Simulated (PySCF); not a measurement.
B₂F₂H₅N.
Bonds: N1–B2, B2–B3, B3–F4, B3–F5. Hydrogens: H6, H7, H8 on N1; H9, H10 on B2.

Computed by this run: PySCF 2.14.0, PBE0-D3(BJ)/def2-SVP geometry optimisation, gas phase; density fitting, grid level 1; the optimiser is geomeTRIC in internal coordinates, started from a GFN2-xTB structure with every atom displaced at random (about 0.01 Å).

The end geometry, which sets the zero of energy:
```
atom  x, y, z in Å
N1     -1.2000    0.2069    0.1168
B2      0.1372   -0.4077   -0.5874
B3      1.4591    0.0859    0.3507
F4      1.2713    0.8074    1.4758
F5      2.7390   -0.1686    0.1067
H6     -1.2794   -0.1009    1.0872
H7     -2.0493   -0.0744   -0.3736
H8     -1.1711    1.2274    0.1327
H9      0.1538    0.0315   -1.7304
H10    -0.0107   -1.6240   -0.5936
```

Task: These geometries come from the run, each turned onto the end geometry. Order them by energy, lowest first.
A.
```
atom  x, y, z in Å
N1     -1.2078    0.2023    0.1079
B2      0.1360   -0.3661   -0.6098
B3      1.4463    0.0819    0.3725
F4      1.3413    0.8623    1.4701
F5      2.7092   -0.2581    0.1492
H6     -1.2626   -0.1154    1.0779
H7     -2.0544   -0.1049   -0.3713
H8     -1.2150    1.2230    0.1375
H9      0.1154    0.0475   -1.7626
H10     0.0415   -1.5889   -0.5865
```
B.
```
atom  x, y, z in Å
N1     -1.2009    0.1817    0.1275
B2      0.1320   -0.4190   -0.6003
B3      1.4220    0.0877    0.3278
F4      1.2957    0.8470    1.4414
F5      2.7353   -0.1595    0.1567
H6     -1.2735   -0.1417    1.0700
H7     -2.0374   -0.0581   -0.3953
H8     -1.1144    1.2234    0.1518
H9      0.1273    0.0200   -1.6887
H10    -0.0363   -1.5977   -0.6057
```
C.
```
atom  x, y, z in Å
N1     -1.2050    0.2047    0.1157
B2      0.1399   -0.3740   -0.6021
B3      1.4618    0.0817    0.3552
F4      1.2836    0.8449    1.4548
F5      2.7323   -0.2432    0.1395
H6     -1.2671   -0.1111    1.0846
H7     -2.0537   -0.0943   -0.3652
H8     -1.2026    1.2257    0.1400
H9      0.1302    0.0456   -1.7503
H10     0.0304   -1.5963   -0.5871
```
D.
```
atom  x, y, z in Å
N1     -1.1953    0.2105    0.1101
B2      0.1416   -0.3449   -0.6202
B3      1.4776    0.1475    0.3140
F4      1.2470    0.8034    1.4736
F5      2.7139   -0.3214    0.1862
H6     -1.2204   -0.0884    1.0912
H7     -2.0457   -0.1282   -0.3439
H8     -1.2270    1.2306    0.1269
H9      0.0790    0.0443   -1.7838
H10     0.0791   -1.5696   -0.5691
```
E.
```
atom  x, y, z in Å
N1     -1.2043    0.2055    0.1160
B2      0.1394   -0.3849   -0.5957
B3      1.4630    0.0985    0.3443
F4      1.2826    0.8195    1.4710
F5      2.7341   -0.2201    0.1281
H6     -1.2729   -0.1036    1.0865
H7     -2.0522   -0.0907   -0.3682
H8     -1.1939    1.2266    0.1316
H9      0.1381    0.0393   -1.7418
H10     0.0160   -1.6064   -0.5869
```

Result: E (0.003 eV), C (0.009 eV), A (0.032 eV), D (0.069 eV), B (0.135 eV).

In the order of the answer:

```
step  E above end (eV)  largest force (eV/Å)  rms force component (eV/Å)  rms distance from end (Å)  rms bond change (Å)  bond most changed (Å)
   4             0.003                  0.13                       0.034                      0.026                0.001           B2–H9 -0.002
   3             0.009                  0.29                       0.078                      0.039                0.001           B2–H9 -0.002
   2             0.032                  0.60                       0.158                      0.057                0.002           N1–B2 -0.005
   1             0.069                  1.04                       0.247                      0.085                0.005           N1–B2 -0.010
   0             0.135                  1.95                       0.678                      0.044                0.026           B2–H9 -0.051
```

The cost below is that of the whole optimisation. Hardware: Arm Neoverse V1, one thread, shared host with 32 logical CPUs at a one-minute load of 26. Cost: 22 s wall, 0.38 GiB resident at most.
